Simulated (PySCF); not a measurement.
SnBrI, SMILES [Br][Sn][I] (connectivity only; charge and spin as stated), neutral, multiplicity 1. Heavy atoms are numbered as in [Sn:1]([Br:2])[I:3].

Geometry optimised at B3LYP-D3(BJ)/def2-SVP. The def2 effective core potentials stand for the cores of I, Sn; spin–orbit coupling is left out.

All values below come from PBE0/def2-TZVPD (PySCF).

Mulliken values depend strongly on the basis, most of all with diffuse functions as here. ESP charges are fitted to the potential on shells at 1.4 to 2.0 van der Waals radii. Atomic charges (e), one atom of each kind:

```json
[
 {"atom": "Sn1", "Mulliken": "0.54", "ESP fit": "___"},
 {"atom": "Br2", "Mulliken": "-0.33", "ESP fit": "___"},
 {"atom": "I3", "Mulliken": "-0.22", "ESP fit": "___"}
]
```

Fill in the missing entries. (Estimate from the structure and the level; the computed values follow.)


- Sn1, ESP fit: 0.39
- Br2, ESP fit: -0.22
- I3, ESP fit: -0.18
